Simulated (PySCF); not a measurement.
Ionisation energy of Mg²⁺ by level of theory

Mg²⁺ [Ne] (1S) → Mg³⁺ [He] 2s2 2p5 (2P), as a difference of total energies. Computed with PySCF 2.14 in aug-cc-pVDZ-DK, with scalar relativity by spin-free X2C-1e. Correlated levels: valence: [He] 2s2 frozen. The calculations carry no spin-orbit coupling.

| method | ionisation energy (eV) |
| --- | --- |
| UHF | 81.017 |
| B3LYP | 82.724 |
| BP86 | 82.568 |
| MP2 (valence) | 81.055 |
| SCS-MP2 (valence) | 81.053 |
| CCSD (valence) | 81.053 |
| CCSD(T) (valence) | 81.054 |

Errors of the correlated levels include the incompleteness of this basis and the frozen core.

Problem. Which method comes closest to the reference value, and which is furthest?

Solution. The reference is 80.144 eV (measured; NIST Atomic Spectra Database, ionization energies). Closest: UHF (error 0.873 eV); furthest: B3LYP (error 2.580 eV).
